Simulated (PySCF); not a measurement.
```xyz
5
charge 0 multiplicity 1, angstrom
Se    0.0000   -0.8258   -0.5842
N     0.0000   -2.1506   -1.5212
I     2.0673   -0.4368    1.1530
I    -2.0673   -0.4368    1.1530
I     0.0000    1.6310   -1.7702
```

All numbers come from PBE in PySCF with Se def2-SVP, N def2-SVP, I def2-SVP with ECP28; scalar-relativistic core potentials, no spin–orbit coupling; density-fitted integrals.

This geometry of SeNI3 is a stationary point at this level.

(1) What is the point group?

(2) Is it a minimum?

(3) Which band is strongest in the infrared?

(4) Give the ideal-gas entropy at 298.15 K and 1 bar by parts.

## Answers

(1) C3v.

(2) Yes: all harmonic wavenumbers are real, though the softest, 53 cm⁻¹, leaves little margin.

(3) 213 cm⁻¹ (e), 82 km/mol.

(4) translation 185.7, rotation 130.9, vibration 108.8, spin 0.0; total 425.4 J/(mol K).

Other isomers or separated fragments may lie lower.
